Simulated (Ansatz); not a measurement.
Start from `CC(C)[SiH]` and change one atom or group to get `C#CC(C)C`.

Ansatz, PBE0-D4/def2-TZVP geometries, multiplicity 1. 

| property | `CC(C)[SiH]` |
| --- | --- |
| HOMO energy (B3LYP/def2-TZVPP) / eV | -5.94 |
| HOMO–LUMO gap (B3LYP/def2-TZVPP) / eV | 4.39 |
| LUMO energy (B3LYP/def2-TZVPP) / eV | -1.55 |
| HOMO–LUMO gap (PBE0/def2-TZVPP) / eV | 4.75 |
| LUMO energy (PBE0/def2-TZVPP) / eV | -1.36 |
| LUMO energy (ωB97M-V/def2-TZVPP) / eV | 0.54 |

**Question.** Give the same properties after the change, and the shifts. (An estimate is asked.)

**Answer.** Computed: 
```
                             property  `C#CC(C)C`  shift
  HOMO energy (B3LYP/def2-TZVPP) / eV       -7.43  -1.49
HOMO–LUMO gap (B3LYP/def2-TZVPP) / eV        8.05   3.66
  LUMO energy (B3LYP/def2-TZVPP) / eV        0.62   2.17
 HOMO–LUMO gap (PBE0/def2-TZVPP) / eV        8.58   3.83
   LUMO energy (PBE0/def2-TZVPP) / eV        0.93   2.29
LUMO energy (ωB97M-V/def2-TZVPP) / eV        2.48   1.94
```

With PBE0 the HOMO falls by 1.54 eV and the LUMO rises by 2.29 eV, so the gap widens by about 3.83 eV. PBE moves the HOMO by -1.35 eV and ωB97M-V by -1.75 eV. The zero-point energy changes by 34.2 kJ/mol with +3 modes.

B3LYP here is the variant with VWN-RPA as its local correlation; programs differ in this.
